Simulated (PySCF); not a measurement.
A species of formula C8H11NO has this rotational fingerprint, computed with PySCF, PBE0-D3(BJ)/def2-SVP geometry optimisation, gas phase:

| Property | Result |
| --- | --- |
| Rotational constants | A = 4424, B = 587.0, C = 532.8 MHz |
| Dipole components | \|μa\| = 4.24 D, \|μb\| = 0.56 D, \|μc\| = 0.01 D |
| Inertial defect | -26.62 u·Å² |
| κ | -0.97 |

Question: Which structure is it? (One computed conformer of each.)
A. `[CH:1]#[C:2][CH2:3][C:4](=[O:5])[NH:6][C@H:7]([CH3:8])[CH:9]=[CH2:10]` with C2–C3–C4–O5 -175°, C3–C4–N6–C7 179°, C4–N6–C7–C8 -104°, N6–C7–C9–C10 126°
B. `[CH3:1][C:2]#[C:3][C@H:4]1[CH2:5][CH2:6][C:7](=[O:8])[NH:9][CH2:10]1` with C3–C4–C5–C6 -175°, C4–C5–C6–C7 -47°, C5–C6–C7–O8 -162°, C6–C7–N9–C10 -11°
C. `[CH3:1][C:2](=[O:3])[NH:4][C:5]1=[CH:6][CH2:7][CH:8]=[CH:9][CH2:10]1` with C1–C2–N4–C5 180°, C2–N4–C5–C6 178°

Answer: B. It is CC#C[C@H]1CCC(=O)NC1, a near-prolate asymmetric top, point group C1. The candidates at the same level (rigid rotor, commonest isotopes):

| SMILES | A (MHz) | B (MHz) | C (MHz) | μa (D) | μb (D) | μc (D) | Δ (u·Å²) | point group | rotor |
| --- | --- | --- | --- | --- | --- | --- | --- | --- | --- |
| C#CCC(=O)N[C@H](C)C=C | 1890 | 792.4 | 644.8 | 0.24 | 2.85 | 0.89 | -121.29 | C1 | asymmetric top |
| CC#C[C@H]1CCC(=O)NC1 | 4424 | 587.0 | 532.8 | 4.24 | 0.56 | 0.01 | -26.62 | C1 | near-prolate asymmetric top |
| CC(=O)NC1=CCC=CC1 | 3421 | 761.7 | 630.3 | 0.12 | 3.16 | 0.10 | -9.45 | near Cs | near-prolate asymmetric top |

`C#CCC(=O)N[C@H](C)C=C` has A 57 % too low; `CC(=O)NC1=CCC=CC1` has B 30 % too high. No structure here is proved a minimum.
